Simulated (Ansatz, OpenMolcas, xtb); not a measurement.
Worked example: C3H7Br + CH2F2O → C3H8O + CHBrF2

Species: C3H7Br (1-bromopropane) `CCCBr`, singlet; CH2F2O `OC(F)F`, singlet; C3H8O (1-propanol) `CCCO`, singlet; CHBrF2 (bromodifluoromethane) `FC(F)Br`, singlet. The partners trade Br for OH; both sit on C, so the bond types are kept.

Shapes, held fixed at every level: PBE0-D4/def2-TZVP. Flexible molecules stand in one conformer, not always the lowest. Programs: Ansatz 0.2.0, OpenMolcas 26.06, xtb 6.7.1. Electronic energies: no zero-point or thermal term.

At CCSD(T)/def2-TZVPP; 1 Eh = 2625.50 kJ/mol:

```
species   energy (Eh)
 C3H7Br  -2691.026243
 CH2F2O   -313.862338
  C3H8O   -194.040333
 CHBrF2  -2810.816010
```

Work out ΔE of the reaction at this level.


1. Products less reactants: (-194.040333) + (-2810.816010) − [(-2691.026243) + (-313.862338)] = 0.032238 Eh = +84.6 kJ/mol.

Other levels give +73.2 (PBE-D4/def2-TZVPP) to +88.3 kJ/mol (MP2/def2-TZVPP). No measured value is set beside it here. Relativity is left out for Br unless named. Correlated rows may include outer-core shells of Br, which these sets cover unevenly.
